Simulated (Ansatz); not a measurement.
CH$_{5}$AlBClO, relaxed with RKS PBE0-D4/def2-TZVP in Ansatz from a PBE-D4/def2-SVP geometry. The force threshold is 0.005 eV/Å; the program also tests the step.

Total charge 0; spin multiplicity 1. The bonds changed during the relaxation, so this is another structure than the one it started from.

Start:

```xyz
10

C     1.435   -1.188   -0.339
B     0.613    0.126   -0.074
Cl    1.494    1.710   -0.040
O    -0.713    0.160    0.140
Al   -2.183    1.034    0.428
H     2.012   -1.107   -1.283
H     2.189   -1.334    0.463
H     0.789   -2.086   -0.384
H    -2.642    1.176    1.944
H    -2.994    1.508   -0.855
```

**Question.** How much energy does the relaxation release, and in how many steps? (Estimate.)

**Answer.** The calculation gave: 5.99 kcal/mol, in 24 steps, 3 of them rejected.

**Question.** Which bonds change most? (Estimate.)

**Answer.** Ansatz gave: Cl3–Al5 from 3.768 to 2.443 Å; B2–Al5 from 2.982 to 2.495 Å; B2–Cl3 from 1.813 to 1.928 Å; O4–Al5 from 1.735 to 1.796 Å.

**Question.** Give the relaxed structure. (Best estimate.)

**Answer.** The calculation gave: 
```xyz
10

C     1.447   -1.159   -0.330
B     0.224   -0.250   -0.058
Cl    0.583    1.636    0.110
O    -1.053   -0.462    0.091
Al   -1.796    1.148    0.376
H     1.947   -0.868   -1.258
H     2.189   -1.059    0.468
H     1.146   -2.205   -0.404
H    -2.158    1.452    1.882
H    -2.531    1.768   -0.875
```
